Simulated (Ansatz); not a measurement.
`[F][Ga]([F])[I]` + acetylene → `C#[C][Ga]([F])[F]` + HI at 500 K and 1 bar (formal exchange of groups at a Ga–I bond).

Computed with Ansatz on PBE0-D4/def2-TZVP structures; ΔE is electronic, products minus reactants. CCSD(T)/CBS adds triple-zeta CCSD(T) − MP2 to the extrapolated MP2 energy (def2 sets, frozen cores). This one scheme is used for every species. Elements past krypton have def2 core potentials. For Ga, I outer-core shells are correlated without core-valence functions, which leaves a few kJ/mol of doubt a bond. Scalar relativity is left out up to krypton.

```
            species  CCSD(T)/CBS energy (Eh)  H − E (kJ/mol)  S (J/(mol·K))
  `[F][Ga]([F])[I]`              -2421.09887            44.7          371.3
              `C#C`                -77.22717            90.7          225.3
`C#[C][Ga]([F])[F]`              -2200.25765            99.0          382.3
                 HI               -298.03592            28.6          221.6
```

H − E and S are ideal-gas, rigid-rotor, harmonic terms from PBE0-D4/def2-TZVP. 1 Eh = 2625.50 kJ/mol, R = 8.31446 J/(mol·K).

**Question.** By hand: ΔE, ΔH, ΔS and ΔG.

**Answer.** ΔE = (-2200.25765) + (-298.03592) − (-2421.09887) − (-77.22717) = 0.03247 Eh = 85.2 kJ/mol. Δ(H − E) = 99.0 + 28.6 − 44.7 − 90.7 = -7.8, so ΔH = 77.4 kJ/mol. ΔS = 382.3 + 221.6 − 371.3 − 225.3 = 7.3 J/(mol·K). ΔG = 77.4 − 500 × (7.3)/1000 = 73.8 kJ/mol.

**Question.** By hand: the equilibrium constant, and the temperature at which ΔG would vanish if ΔH and ΔS stayed fixed.

**Answer.** log₁₀ K = −ΔG/(RT ln 10) = -7.7. ΔG = 0 at ΔH/ΔS = 10603 K, far beyond where these terms or the molecules hold.

The number of gas molecules stays the same, so ΔS is small and ΔH decides. A doubt of 5 kJ/mol in ΔE shifts log₁₀ K by 0.5 here. These are equilibria of isolated gas molecules and say nothing of rates. Largest T1 diagnostic: 0.015 (customary marks: 0.02 for closed shells, 0.045 for open ones).
